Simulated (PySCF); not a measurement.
C3H6OSi.
Numbering: `[SiH3:1][O:2][CH:3]1[CH:4]=[CH:5]1` (hydrogens: H6, H7, H8 on Si1; H9 on C3; H10 on C4; H11 on C5)

Theory: PySCF, PBE0-D3(BJ)/def2-SVP geometry optimisation, gas phase.

**Question.** What internal coordinates does the optimisation give?

**Answer.** 
```
          bond  length (pm)
        Si1–O2        166.6
         O2–C3        140.3
  C3–C4, C3–C5        147.8
         C4=C5        130.5
Si1–H6, Si1–H8        149.8
        Si1–H7        148.7
         C3–H9        110.3
C4–H10, C5–H11        108.8
```

Bonds in one row agree within 1 pm and their mean is given. A selection of angles:
```
    angle  degrees
O2–Si1–H6    111.0
O2–Si1–H7    106.7
H6–Si1–H7    110.0
H6–Si1–H8    108.0
Si1–O2–C3    122.8
 O2–C3–C4    118.2
 O2–C3–C5    120.2
 O2–C3–H9    111.6
 C4–C3–C5     52.4
 C4–C3–H9    121.3
 C3–C4–C5     64.1
C3–C4–H10    146.1
C5–C4–H10    149.6
C3–C5–H11    147.0
```

Torsions: Si1–O2–C3–C4 153° (antiperiplanar); O2–C3–C4–C5 -108° (anticlinal); O2–C3–C5–C4 104° (anticlinal). The mirror-image conformer, all signs reversed, is as good.

The 3 C–C bonds span 1.305 Å (C4=C5, drawn double) to 1.482 Å (C3–C5, drawn single), a spread of 0.177 Å. Si1 (oxygen-bound silicon) is tetrahedral (angles from 106.7° to 111.3°). The 3-membered ring C3–C4–C5 has internal angles of 52.4° to 64.1°.

Point group: C1 (no symmetry element, even within 0.4 Å). No PBE0-D3(BJ)/def2-SVP frequencies stand behind this structure, so it isn't proved a minimum. The numbers are those of one conformer.

The run took 26 s wall on one thread, Arm Neoverse V1 (aarch64), shared host, and the process peaked at 0.43 GiB of memory. These figures are those of the optimisation.
